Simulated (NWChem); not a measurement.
All runs are NWChem calculations. System: IIn, charge 0, spin multiplicity 1, at a geometry optimised with B3LYP/def2-SVP with def2 effective core potentials on In, I. The structure started from a generated list of species. Level: G0W0@PBE0/def2-TZVP with def2 effective core potentials on In, I, RI basis def2-tzvp-rifit, no spin-orbit coupling.

NWChem printed:

```
             Northwest Computational Chemistry Package (NWChem) 7.3.0
             --------------------------------------------------------

                                NWChem Input Module
                                -------------------

 Scaling coordinates for geometry "geometry" by  1.889725989
 (inverse scale =  0.529177249)

 Turning off AUTOSYM since
 SYMMETRY directive was detected!

                             Geometry "geometry" -> ""
                             -------------------------

 Output coordinates in angstroms (scale by  1.889725989 to convert to a.u.)

  No.       Tag          Charge          X              Y              Z
 ---- ---------------- ---------- -------------- -------------- --------------
    1 In                  49.0000     0.00000000     0.00000000    -1.46604700
    2 I                   53.0000     0.00000000     0.00000000     1.35540200

 Effective nuclear repulsion energy (a.u.)     487.0806864318

            Nuclear Dipole moment (a.u.)
            ----------------------------
        X                 Y               Z
 ---------------- ---------------- ----------------
     0.0000000000     0.0000000000     0.0000056692

      Symmetry information
      --------------------

 Group name             C2v
 Group number             16
 Group order               4
 No. of unique centers     2

      Symmetry unique atoms

     1    2


 Summary of "ao basis" -> "" (spherical)
 ------------------------------------------------------------------------------
       Tag                 Description            Shells   Functions and Types
 ---------------- ------------------------------  ------  ---------------------
 *                         def2-tzvp                  on all atoms

 Summary of "ri basis" -> "" (spherical)
 ------------------------------------------------------------------------------
       Tag                 Description            Shells   Functions and Types
 ---------------- ------------------------------  ------  ---------------------
 *                      def2-tzvp-rifit               on all atoms

                                 NWChem DFT Module
                                 -----------------

 Summary of "ao basis" -> "ao basis" (spherical)
 ------------------------------------------------------------------------------
       Tag                 Description            Shells   Functions and Types
 ---------------- ------------------------------  ------  ---------------------
[...]
  ----- ------------  ---------------      ----- ------------  ---------------
    21      0.692498  1 In pz                56     -0.380537  2 I  s
    18      0.336728  1 In pz                71      0.322883  2 I  pz
     5      0.309560  1 In s                 15      0.255982  1 In pz
    12     -0.221747  1 In pz                55     -0.200739  2 I  s
     2      0.191090  1 In s                 62     -0.176127  2 I  pz

 center of mass
 --------------
 x =   0.00000000 y =   0.00000000 z =   0.02771425

 moments of inertia (a.u.)
 ------------------
        1714.258130916039           0.000000000000           0.000000000000
           0.000000000000        1714.258130916039           0.000000000000
           0.000000000000           0.000000000000           0.000000000000

     Multipole analysis of the density
     ---------------------------------

     L   x y z        total         alpha         beta         nuclear
     -   - - -        -----         -----         ----         -------
     0   0 0 0     -0.000000    -23.000000    -23.000000     46.000000

     1   1 0 0     -0.000000     -0.000000     -0.000000      0.000000
     1   0 1 0     -0.000000     -0.000000     -0.000000      0.000000
     1   0 0 1     -1.529948     -3.692219     -3.692219      5.854490

     2   2 0 0    -36.494635    -18.247317    -18.247317      0.000000
     2   1 1 0     -0.000000     -0.000000     -0.000000      0.000000
     2   1 0 1     -0.000000     -0.000000     -0.000000      0.000000
     2   0 2 0    -36.494635    -18.247317    -18.247317      0.000000
     2   0 1 1     -0.000000     -0.000000     -0.000000      0.000000
     2   0 0 2    -37.429758   -181.310855   -181.310855    325.191953

 Task  times  cpu:        6.3s     wall:        6.3s

                                NWChem Input Module
                                -------------------

                                 NWChem GW Module
                                 ----------------

                             ***********************
                             ***        GW       ***
                             ***********************

 Summary of "ri basis" -> "ri basis" (spherical)
 ------------------------------------------------------------------------------
       Tag                 Description            Shells   Functions and Types
 ---------------- ------------------------------  ------  ---------------------
 In                     def2-tzvp-rifit             38      184   9s8p8d6f4g3h
 I                      def2-tzvp-rifit             38      184   9s8p8d6f4g3h

                 Memory Information
                 ------------------
          Available GA per process is          1699.9 MBs
          Available stack per process is        700.0 MBs
          Available heap per process is           0.0 MBs

          Peak memory in Initialization
              Peak GA per process is                  8.0 MBs
              Peak stack per process is               0.1 MBs
              Peak heap per process is                8.6 MBs
              Memory not in MA per process            0.0 MBs

          Peak memory in AFF Calculation
              Peak GA per process is                 35.8 MBs
              Peak stack per process is              23.9 MBs
              Peak heap per process is                0.0 MBs
              Memory not in MA per process           23.9 MBs

          Computing 2-center integrals
          Computing Inverse Cholesky factor
          Computing 3-center integrals
          Computing V_xc ...

          Computing Sigma_x
          Computing RPA polarizability
          Solving quasiparticle equations

                  Alpha Orbitals
          State     Energy (eV)     Error (eV)
          -----------------------------------
@GW        20        -11.748           0.003
@GW        21         -8.673           0.004
@GW        22         -8.673           0.004
@GW        23         -8.540           0.004
@GW        24         -0.348           0.004
@GW        25         -0.348           0.004

   Applying  -1.7004 eV scissor-shift to rest of particle states

   Applying   1.6794 eV scissor-shift to rest of hole states

     GW Timing Statistics
   ------------------------
   Init.   :          0.1s
     ERIs  :          0.5s
     Distr.:          0.0s
     Vxc   :          0.8s
   Sigma_x :          0.0s
   RPA     :          0.5s
   Wmn     :          0.0s
   Sigma_c :          0.0s
   GW total:          2.0s

 Task  times  cpu:        2.0s     wall:        2.0s

 Total times  cpu:        8.3s     wall:        8.3s
```

Write an NWChem input that would produce this output.

One answer among several that fit: 
```
start mol
memory heap 200 mb stack 700 mb global 1700 mb
geometry units angstroms nocenter noautoz
  In     0.000000     0.000000    -1.466047
  I      0.000000     0.000000     1.355402
  symmetry group C2v
end
basis spherical
  * library def2-tzvp
end
ecp
  In library def2-ecp
  I library def2-ecp
end
basis "ri basis" bse spherical
  * library def2-tzvp-rifit
end
dft
  xc pbe0
  iterations 100
  direct
  tolerances tight
end
task dft energy
gw
  states alpha occ 4 vir 2
end
task dft gw
```
